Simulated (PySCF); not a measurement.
Molfile (atoms numbered from 1):
```
C6H7BN2
     RDKit          3D

 16 15  0  0  0  0  0  0  0  0999 V2000
    3.2693   -1.2926   -0.1184 C   0  0  0  0  0  0  0  0  0  0  0  0
    2.8277   -0.0297   -0.2259 C   0  0  0  0  0  0  0  0  0  0  0  0
    1.4624    0.3507   -0.1465 C   0  0  0  0  0  0  0  0  0  0  0  0
    0.2952    0.7112   -0.0859 C   0  0  0  0  0  0  0  0  0  0  0  0
   -1.1494    1.1887    0.0038 B   0  0  0  0  0  0  0  0  0  0  0  0
   -1.4613    2.7148   -0.0313 C   0  0  0  0  0  0  0  0  0  0  0  0
   -1.7020    3.8489   -0.0587 N   0  0  0  0  0  0  0  0  0  0  0  0
   -2.2274    0.3154    0.1185 N   0  0  0  0  0  0  0  0  0  0  0  0
   -2.1751   -1.1239    0.1657 C   0  0  0  0  0  0  0  0  0  0  0  0
    4.3362   -1.5177   -0.1871 H   0  0  0  0  0  0  0  0  0  0  0  0
    2.5808   -2.1263    0.0409 H   0  0  0  0  0  0  0  0  0  0  0  0
    3.5465    0.7833   -0.3845 H   0  0  0  0  0  0  0  0  0  0  0  0
   -3.1592    0.7117    0.1785 H   0  0  0  0  0  0  0  0  0  0  0  0
   -2.6022   -1.5114    1.1052 H   0  0  0  0  0  0  0  0  0  0  0  0
   -2.7320   -1.5745   -0.6722 H   0  0  0  0  0  0  0  0  0  0  0  0
   -1.1296   -1.4525    0.1007 H   0  0  0  0  0  0  0  0  0  0  0  0
  1  2  2  0
  2  3  1  0
  3  4  3  0
  4  5  1  0
  5  6  1  0
  6  7  3  0
  5  8  1  0
  8  9  1  0
  1 10  1  0
  1 11  1  0
  2 12  1  0
  8 13  1  0
  9 14  1  0
  9 15  1  0
  9 16  1  0
M  END
```

Computed data (PySCF 2.14.0 with density-fitted response routines): geometry: PBE0-D3(BJ)/def2-SVP, couplings computed with B3LYP/pcJ-1 (spin–dipole term only in couplings to heteroatoms), GIAO B97-2/pcSseg-1 shieldings. One computed conformer, isolated molecule, non-relativistic, fast rotation and ring inversion assumed for equivalent nuclei.

Task: List the cross peaks expected in HSQC, COSY and HMBC spectra.

Result: 

HSQC (one-bond C–H):
```csv
δH,δC,"¹J(C,H) (Hz)"
6.14 (H12),122.7 (C2),173
6.11 (H11),139.0 (C1),171
5.98 (H10),139.0 (C1),173
3.08 (H14/H15/H16),34.2 (C9),143
```

COSY cross peaks (|J| ≥ 2 Hz):
```csv
δH,δH,abs. J (Hz),bonds
6.14 (H12),6.11 (H11),19.1,3
6.14 (H12),5.98 (H10),12.9,3
6.11 (H11),5.98 (H10),2.3,2
```

HMBC (two and three bonds, |J| ≥ 2.5 Hz):
```csv
δH,δC [abs. J in Hz]
6.14 (H12),"139.0 (C1) [3.3], 97.4 (C4) [4.9]"
6.11 (H11),"122.7 (C2) [3.1], 112.7 (C3) [10.1]"
5.98 (H10),112.7 (C3) [16.7]
```

δ = σ(ref) − σ, references computed at the same level: ¹H and ¹³C against TMS.

OH and NH positions are those of a molecule without intermolecular hydrogen bonds; in solution they move with solvent, concentration and temperature, and exchange usually removes their couplings. A carbon bonded to boron is broadened by the quadrupolar boron nucleus and is often missing from a measured spectrum. Unscaled 3J(H,H) at this level run about 10 % above measured values. Shifts are as computed. Against solution values, carbons near 30 ppm lie about +1 ppm off and those near 130 ppm about +2 ppm. Of 1313 compounds with measured shifts, 239 miss one by over three times the rms of a fit or turn the order of signals round; such compounds aren't used in these exercises.
